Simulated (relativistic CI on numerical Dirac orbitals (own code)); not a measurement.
# Spin-allowed bands of a d8 ion in a tetrahedral site, by hand

Problem. Take Δ = 8900 cm⁻¹ and B = 750 cm⁻¹ for a d8 ion in a tetrahedral site. Calculate the three spin-allowed bands.

Working.
1. The terms of highest spin are 3F (energy 0) and 3P (15B = 11250 cm⁻¹). Here the F term splits into A2 at +1.2Δ = 10680, T2 at +0.2Δ = 1780 and T1 at −0.6Δ = -5340 cm⁻¹.
2. The two T1 states mix through the element 0.4Δ: H = [[-5340, 3560], [3560, 11250]], with roots ½(H₁₁ + H₂₂) ∓ ½√[(H₂₂ − H₁₁)² + 4H₁₂²] = ½(5910) ∓ ½(18053) = -6072 and 11982 cm⁻¹.
3. The ground term is 3T1 at -6072 cm⁻¹.
4. Bands: 3T2 7852 cm⁻¹ (1274 nm), 3A2 16752 cm⁻¹ (597 nm), 3T1(P) 18053 cm⁻¹ (554 nm).

Check. Exact diagonalisation of the whole d8 shell with these parameters gives 3T2 7852, 3A2 16752, 3T1 18053 cm⁻¹. The match is exact, since without spin-orbit coupling no other term has this spin. The ratio of the second band to the first, 2.134, depends on Δ/B = 11.9 alone, which is how a Tanabe-Sugano diagram is read.
